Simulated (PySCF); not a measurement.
## Al(NCO)3: computed shieldings and shifts

Al(NCO)3, C3AlN3O3.

Cartesian coordinates in Å; atom numbers follow the order of the lines, from 1:
```xyz
10

Al   -0.015   -0.011    0.003
N     1.740   -0.031   -0.052
C     2.941   -0.035   -0.079
O     4.106   -0.040   -0.105
N    -0.870    1.522   -0.010
C    -1.416    2.593   -0.023
O    -1.946    3.630   -0.036
N    -0.905   -1.522    0.068
C    -1.477   -2.579    0.102
O    -2.033   -3.603    0.136
```

GIAO calculations in PySCF 2.14.0 with density-fitted response routines on the PBE0-D3(BJ)/def2-SVP structure: isolated species, non-relativistic, equivalent atoms averaged; basis pcSseg-1 (pcSseg-2 on Al).

Question: Give the isotropic shieldings (ppm) with B3LYP, PBE, PBE0.

Answer: 
```
             atoms               environment  B3LYP    PBE   PBE0
               Al1   aluminium bonded to 3 N  496.1  491.7  501.7
         O4/O7/O10        oxygen bonded to C  193.5  190.0  195.0
          N2/N5/N8  nitrogen bonded to C, Al  219.0  216.1  221.4
          C3/C6/C9     carbon bonded to N, O   53.5   58.7   57.4
HOMO–LUMO gap (eV)                         –   6.76   5.07   7.26
```

Question: And the chemical shifts, against references computed in the same way?

Answer: 
| atoms | nucleus, reference | B3LYP | PBE | PBE0 |
| --- | --- | --- | --- | --- |
| Al1 | $^{27}$Al, [Al(H2O)6]3+ | 75.1 | 69.1 | 74.5 |
| O4/O7/O10 | $^{17}$O, H2O | 140.5 | 144.6 | 139.6 |
| N2/N5/N8 | $^{15}$N, NH3 | 44.6 | 48.9 | 44.2 |
| C3/C6/C9 | $^{13}$C, TMS | 125.7 | 121.3 | 127.1 |

Question: Which part of the shielding of Al1 depends on the functional?

Answer: Diamagnetic: B3LYP 796, PBE 797, PBE0 796 ppm; paramagnetic: B3LYP -300, PBE -306, PBE0 -295 ppm. The diamagnetic part, set mainly by inner electrons, hardly moves; the paramagnetic part goes with low-lying magnetically allowed excitations and carries the spread.

Experimental scales use liquid or dissolved standards, which lie at an offset from isolated NH3 (liquid NH3: subtract about 20 ppm) and H2O (liquid H2O: subtract about 36 ppm).
